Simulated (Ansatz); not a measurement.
Isolated molecules relaxed with PBE0-D4/def2-TZVP in Ansatz; ΔE leaves out vibrations. CBS: MP2 limit from def2 TZ/QZ plus the TZ coupled-cluster correction, frozen cores. This one scheme is used for every species, atoms too. For atomizations the MP2-based limit and the directly extrapolated one differ by several kJ/mol either way, and by 10 to 25 for some Ge, Se and Sn compounds, so smaller differences from it don't rank the levels. Functionals use def2-TZVPP. B3LYP here is the variant with VWN-RPA as its local correlation; programs differ in this. Open shells (•) are unrestricted, without spin–orbit coupling. Spin–orbit coupling would lower the free atoms: a little for C, F; clearly for Ge. For Ge outer-core shells are correlated without core-valence functions, so the limit isn't a true one: a few kJ/mol of doubt a bond, and 10 to 20 or more in all where bonds break to atoms. Scalar relativity is left out up to krypton.

Reaction (atomization): `F[CH]1[CH2][GeH2]1` → 2 C• + F• + Ge• + 5 H•

| species | B3LYP energy (Eh) |
| --- | --- |
| `F[CH]1[CH2][GeH2]1` | -2256.12396 |
| C• | -37.85948 |
| F• | -99.77015 |
| Ge• | -2076.96514 |
| H• | -0.50215 |

Task: Work out ΔE.

Result: ΔE = 5 × (-0.50215) + 2 × (-37.85948) + (-99.77015) + (-2076.96514) − (-2256.12396) = 1.15896 Eh = +3042.8 kJ/mol. CCSD(T)/CBS gives +3091.3 kJ/mol.

Largest T1 diagnostic among the species: 0.012.

In def2-TZVPP, CCSD(T) changes the Hartree–Fock value by +836.8 kJ/mol (the triples alone add +51.9 kJ/mol) and MP2 by +880.6 kJ/mol; breaking electron pairs costs correlation energy, which Hartree–Fock lacks. From BLYP to BHLYP (50 % exact exchange), in def2-TZVPP and without D4, ΔE moves by −79.4 kJ/mol: exact exchange takes away binding that semilocal exchange gives to molecules.
